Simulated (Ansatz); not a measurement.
`[SiH3][O][Sn][Cl]` + NH₃ → `[NH2][Sn][O][SiH3]` + HCl at 400 K and 1 bar (ligand exchange at the Sn–Cl bond).

Program: Ansatz. Geometries: PBE0-D4/def2-TZVP. ΔE: electronic, gas phase. CBS: MP2 limit from def2 TZ/QZ plus the TZ coupled-cluster correction, frozen cores. This one scheme is used for every species. Elements past krypton have def2 core potentials. For Sn outer-core shells are correlated without core-valence functions, which leaves a few kJ/mol of doubt a bond. One conformer a species, not always the lowest.

| species | CCSD(T)/CBS energy (Eh) | H − E (kJ/mol) | S (J/(mol·K)) |
| --- | --- | --- | --- |
| `[SiH3][O][Sn][Cl]` | -1039.98803 | 109.0 | 396.1 |
| NH₃ | -56.50880 | 104.2 | 203.1 |
| `[NH2][Sn][O][SiH3]` | -636.07850 | 174.7 | 406.3 |
| HCl | -460.38127 | 29.6 | 195.4 |

H − E and S are ideal-gas, rigid-rotor, harmonic terms from PBE0-D4/def2-TZVP, for one conformer and one mirror image of each species. 1 Eh = 2625.50 kJ/mol, R = 8.31446 J/(mol·K).

By hand: ΔE, ΔH, ΔS and ΔG.

ΔE = (-636.07850) + (-460.38127) − (-1039.98803) − (-56.50880) = 0.03706 Eh = 97.3 kJ/mol. Δ(H − E) = 174.7 + 29.6 − 109.0 − 104.2 = -8.9, so ΔH = 88.4 kJ/mol. ΔS = 406.3 + 195.4 − 396.1 − 203.1 = 2.5 J/(mol·K). ΔG = 88.4 − 400 × (2.5)/1000 = 87.4 kJ/mol.

By hand: the equilibrium constant, and the temperature at which ΔG would vanish if ΔH and ΔS stayed fixed.

log₁₀ K = −ΔG/(RT ln 10) = -11.4. ΔG = 0 at ΔH/ΔS = 35360 K, far beyond where these terms or the molecules hold.

The number of gas molecules stays the same, so ΔS is small and ΔH decides. A doubt of 5 kJ/mol in ΔE shifts log₁₀ K by 0.7 here. Other conformers and mirror images would add mixing entropy, several J/(mol·K) or more a flexible species. Modes under 60 cm⁻¹, often nearly free rotors, make the harmonic entropy too high. These are equilibria of isolated gas molecules and say nothing of rates. Largest T1 diagnostic: 0.016 (customary marks: 0.02 for closed shells, 0.045 for open ones).
